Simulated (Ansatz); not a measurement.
```yaml
crystal:
  periodic: [false, false, false]
  atoms:
    - {symbol: Co, position_ang: [0.183639, 0.075345, 0.019519]}
    - {symbol: F, position_ang: [0.153343, 0.508288, 1.817203]}
    - {symbol: F, position_ang: [-0.076952, -0.409910, -1.710160]}
    - {symbol: F, position_ang: [1.959716, 0.113158, -0.138566]}
    - {symbol: O, position_ang: [-1.793832, 0.054457, 0.035165]}
    - {symbol: H, position_ang: [-2.137873, -0.636993, 0.592517]}
    - {symbol: H, position_ang: [-1.862548, -0.201756, -0.847011]}
    - {symbol: O, position_ang: [0.260767, 1.989265, -0.077379]}
    - {symbol: H, position_ang: [1.241587, 2.015891, -0.317385]}
    - {symbol: H, position_ang: [0.333101, 2.069665, 0.851487]}
    - {symbol: O, position_ang: [0.282262, -1.812254, 0.197772]}
    - {symbol: H, position_ang: [1.194428, -1.854555, 0.404165]}
    - {symbol: H, position_ang: [0.203850, -1.888252, -0.750746]}
basis:
  gaussian: {orbitals: def2-mTZVPP}
total_charge: -1
magnetization: {spin_polarized: true, initial_magnetization: 1}
hamiltonian: {xc: {name: wPBEh}}
scf: {omitted_lower_state_checks: [starts]}
output: {forces: true}
```

```sh
$ ansatz run in.yaml --threads 4 --pin off --events-out ev --progress --plain --max-ram 8704MiB
```

It prints (some lines left out):

```
Functional definition: wPBEh
1725 factors; their error is unknown
125 factors; integrals over basis functions are off by at most 2.9e-7 eV
mean field evaluation 1: about -52001.1730 eV, gradient 4.6e1 eV
mean field evaluation 2: about -51994.1833 eV, gradient 6.7e1 eV
mean field evaluation 4: about -52007.6015 eV, gradient 5.5e0 eV
mean field evaluation 8: about -52007.6566 eV, gradient 1.3e-1 eV
mean field evaluation 16: about -52007.8901 eV, gradient 5.6e-2 eV
mean field evaluation 32: about -52007.9201 eV, gradient 2.9e-5 eV
mean field -52007.92009792 eV, -1911.2558113643 hartree, gradient 2.2e-7 eV, S^2 1.044070; 0 other end points of the search recorded, 0 dependent functions left out
reference -52007.92013317 eV, -1911.2558126596 hartree; 43, 42 occupied and 164, 165 virtual orbitals, 1725 factors
Total energy: -52007.92013317 eV, -1911.2558126596 hartree
Atom 0 at     0.183639     0.075345     0.019519 Å, force    -1.759954     0.849394     1.193650 eV/Å
Atom 1 at     0.153343     0.508288     1.817203 Å, force     0.112009     0.169643     1.408969 eV/Å
Atom 2 at    -0.076952    -0.409910    -1.710160 Å, force    -0.512006    -0.572003    -2.251864 eV/Å
Atom 3 at     1.959716     0.113158    -0.138566 Å, force     3.319842     0.079246    -0.212647 eV/Å
Atom 4 at    -1.793832     0.054457     0.035165 Å, force    -1.436298     1.334717     2.455450 eV/Å
Atom 5 at    -2.137873    -0.636993     0.592517 Å, force    -0.025191    -0.368489     0.192279 eV/Å
Atom 6 at    -1.862548    -0.201756    -0.847011 Å, force    -0.086033    -0.946844    -2.707633 eV/Å
Atom 7 at     0.260767     1.989265    -0.077379 Å, force     2.041109     3.375733    -2.902899 eV/Å
Atom 8 at     1.241587     2.015891    -0.317385 Å, force    -1.635465    -0.358600     0.100781 eV/Å
Atom 9 at     0.333101     2.069665     0.851487 Å, force    -0.302431    -0.161537     2.342100 eV/Å
Atom 10 at     0.282262    -1.812254     0.197772 Å, force    -1.526162    -3.510097     1.326225 eV/Å
Atom 11 at     1.194428    -1.854555     0.404165 Å, force     1.654308     0.054701     0.197858 eV/Å
Atom 12 at     0.203850    -1.888252    -0.750746 Å, force     0.156272     0.054136    -1.142269 eV/Å
Dipole moment:    -0.601314    -0.341556    -0.097031 e Å
Checks for a lower state left out: starts
```

Run time 43 s (4 threads of Intel Xeon Platinum 8488C on a shared host), peak host memory 1.6 GiB.

The highest occupied level of an anion often lies above zero with these methods, and sets without diffuse functions describe the outer electron poorly. The charge -1 doublet is spin-contaminated (final ⟨S²⟩ up to 1.04, 0.75 for a pure state).

The dipole of an ion depends on the origin.
